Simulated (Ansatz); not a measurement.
Start from `O[SiH2][CH2][GaH2]` and change one atom or group to get `OC[SiH2]O`.

Ansatz, PBE0-D4/def2-TZVP geometries, multiplicity 1. Each molecule was computed in one conformer, which needn't be the lowest.

Scalar relativity is left out up to krypton.

```tsv
property	`O[SiH2][CH2][GaH2]`
LUMO energy (PBE/def2-TZVPP) / eV	-1.50
zero-point energy (PBE0-D4/def2-TZVP) / kJ/mol	188.2
ideal-gas entropy at 298 K and 1 bar (rigid rotor, harmonic PBE0-D4/def2-TZVP) / J/(mol·K)	349
LUMO energy (B3LYP/def2-TZVPP) / eV	-0.92
size of the dipole moment (PBE/def2-TZVPP) / D	2.01
size of the dipole moment (ωB97M-V/def2-TZVPP) / D	2.11
```

(1) Give the same properties after the change, and the shifts. (Estimate.)

## Answers

(1) Ansatz gave: 
| property | `OC[SiH2]O` | shift |
| --- | --- | --- |
| LUMO energy (PBE/def2-TZVPP) / eV | -0.90 | 0.60 |
| zero-point energy (PBE0-D4/def2-TZVP) / kJ/mol | 192.0 | 3.8 |
| ideal-gas entropy at 298 K and 1 bar (rigid rotor, harmonic PBE0-D4/def2-TZVP) / J/(mol·K) | 325 | -24 |
| LUMO energy (B3LYP/def2-TZVPP) / eV | -0.32 | 0.60 |
| size of the dipole moment (PBE/def2-TZVPP) / D | 2.31 | 0.30 |
| size of the dipole moment (ωB97M-V/def2-TZVPP) / D | 2.47 | 0.36 |

The zero-point energy changes by 3.8 kJ/mol with -3 modes. Dipoles are sizes alone; their direction can turn. Modes under 60 cm⁻¹, often nearly free rotors, make the harmonic entropy too high.

B3LYP here is the variant with VWN-RPA as its local correlation; programs differ in this.
